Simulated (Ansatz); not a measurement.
Geometry optimisation, RHF/def2-SVP (Ansatz 0.2.0).

The input (input.yaml):

```yaml
crystal:
  periodic: [false, false, false]
  atoms:
    - { symbol: "N", position_ang: [-0.4672, 0.6019, -0.9616] }
    - { symbol: Si, position_ang: [0.5361, -0.6305, -0.5932] }
    - { symbol: S, position_ang: [-0.1818, -1.549, 1.1928] }
    - { symbol: S, position_ang: [-2.01063, -2.22281, 0.50949] }
    - { symbol: H, position_ang: [-0.1948, 1.0783, -1.8503] }
    - { symbol: H, position_ang: [-0.4282, 1.3704, -0.2507] }
    - { symbol: H, position_ang: [1.8977, -0.0133, -0.401] }
    - { symbol: H, position_ang: [0.5727, -1.5567, -1.7328] }
    - { symbol: H, position_ang: [-1.58009, -3.46312, 0.02861] }
basis:
  gaussian: { orbitals: def2-SVP }
hamiltonian:
  xc: hf
relax:
  f_tol: 0.015
  max_steps: 40
```

Command:

```bash
$ ansatz run input.yaml --threads 1 --pin off --max-ram 2048MiB --backend cpu --events-out ev --progress --plain --runs-dir out
```

Task: Where does it end, and by what steps?

Result: The run converged. The force dipped under the threshold on the way, but the program's further checks kept it going. After 18 steps the energy has fallen by 0.654 eV; H5 moved furthest, 0.96 Å.

```
step  energy less start (eV)  largest force component (eV/Å)  accepted
   0                  0.0000                           5.279       yes
   1                 -0.4313                           1.864       yes
   2                 -0.5144                           0.435       yes
   3                 -0.5198                           0.877       yes
   4                 -0.5862                           0.316       yes
   5                 -0.6084                           0.343       yes
   6                 -0.6300                           0.157       yes
   7                 -0.6115                           1.255        no
   8                 -0.6399                           0.143       yes
   9                 -0.6476                           0.095       yes
  10                 -0.6386                           0.229        no
  11                 -0.6518                           0.042       yes
  12                 -0.6512                           0.113        no
  13                 -0.6527                           0.095       yes
  14                 -0.6505                           0.447        no
  15                 -0.6533                           0.011       yes
  16                 -0.6536                           0.016       yes
  17                 -0.6536                           0.022       yes
  18                 -0.6537                           0.008       yes
```

```xyz
9
Properties=species:S:1:pos:R:3
N -0.202 0.802 -1.062
Si 0.675 -0.581 -0.570
S -0.114 -1.653 1.156
S -1.999 -2.182 0.398
H -1.040 0.705 -1.604
H -0.235 1.623 -0.489
H 2.021 -0.184 -0.111
H 0.713 -1.526 -1.701
H -1.675 -3.388 -0.076
```

Run time: 47 s on 1 CPU thread of a shared host.
